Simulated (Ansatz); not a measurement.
Relaxation of Cl₂H₂OSi (6 atoms, charge 0, multiplicity 1), to a largest force component of 0.03 eV/Å in at most 50 steps.

Method: RKS revPBE/cc-pVDZ in Ansatz.

```xyz
6
Properties=species:S:1:pos:R:3
Si -0.415 -0.818 0.328
Cl 0.642 2.146 -1.036
O 1.061 -1.066 -0.148
H 1.358 1.040 -0.933
H -1.671 -0.948 -0.481
Cl -0.975 -0.355 2.271
```

Problem. Where does it end, and by what steps?

Solution. The run converged. The force dipped under the threshold on the way, but the program's further checks kept it going. After 21 steps the energy has fallen by 0.120 eV; O3 moved furthest, 1.52 Å.

```json
{"step": "0", "energy less start (eV)": "0.0000", "largest force component (eV/Å)": "0.196", "accepted": "yes"}
{"step": "1", "energy less start (eV)": "-0.0052", "largest force component (eV/Å)": "0.433", "accepted": "yes"}
{"step": "2", "energy less start (eV)": "-0.0238", "largest force component (eV/Å)": "0.447", "accepted": "yes"}
{"step": "3", "energy less start (eV)": "-0.0268", "largest force component (eV/Å)": "0.374", "accepted": "yes"}
{"step": "4", "energy less start (eV)": "-0.0353", "largest force component (eV/Å)": "0.135", "accepted": "yes"}
{"step": "5", "energy less start (eV)": "-0.0484", "largest force component (eV/Å)": "0.243", "accepted": "yes"}
{"step": "6", "energy less start (eV)": "-0.0619", "largest force component (eV/Å)": "0.329", "accepted": "yes"}
{"step": "7", "energy less start (eV)": "-0.0704", "largest force component (eV/Å)": "0.563", "accepted": "yes"}
{"step": "8", "energy less start (eV)": "-0.0879", "largest force component (eV/Å)": "0.135", "accepted": "yes"}
{"step": "9", "energy less start (eV)": "-0.1008", "largest force component (eV/Å)": "0.093", "accepted": "yes"}
{"step": "10", "energy less start (eV)": "-0.0961", "largest force component (eV/Å)": "0.443", "accepted": "no"}
{"step": "11", "energy less start (eV)": "-0.1053", "largest force component (eV/Å)": "0.028", "accepted": "yes"}
{"step": "12", "energy less start (eV)": "-0.1080", "largest force component (eV/Å)": "0.148", "accepted": "yes"}
{"step": "13", "energy less start (eV)": "-0.1095", "largest force component (eV/Å)": "0.194", "accepted": "yes"}
{"step": "14", "energy less start (eV)": "-0.1105", "largest force component (eV/Å)": "0.270", "accepted": "yes"}
{"step": "15", "energy less start (eV)": "-0.1132", "largest force component (eV/Å)": "0.190", "accepted": "yes"}
{"step": "16", "energy less start (eV)": "-0.1171", "largest force component (eV/Å)": "0.106", "accepted": "yes"}
{"step": "17", "energy less start (eV)": "-0.1185", "largest force component (eV/Å)": "0.083", "accepted": "yes"}
{"step": "18", "energy less start (eV)": "-0.1195", "largest force component (eV/Å)": "0.021", "accepted": "yes"}
{"step": "19", "energy less start (eV)": "-0.1200", "largest force component (eV/Å)": "0.047", "accepted": "yes"}
{"step": "20", "energy less start (eV)": "-0.1201", "largest force component (eV/Å)": "0.061", "accepted": "yes"}
{"step": "21", "energy less start (eV)": "-0.1203", "largest force component (eV/Å)": "0.018", "accepted": "yes"}
```

```xyz
6
Properties=species:S:1:pos:R:3
Si -0.596 -0.650 0.622
Cl 1.460 1.815 -2.087
O 0.678 0.259 0.491
H 1.191 1.177 -0.949
H -1.639 -0.923 -0.418
Cl -1.094 -1.677 2.342
```

Time of the run: 25 s on 2 threads of Arm Neoverse V2, with other jobs on the host, peak memory 0.12 GiB.
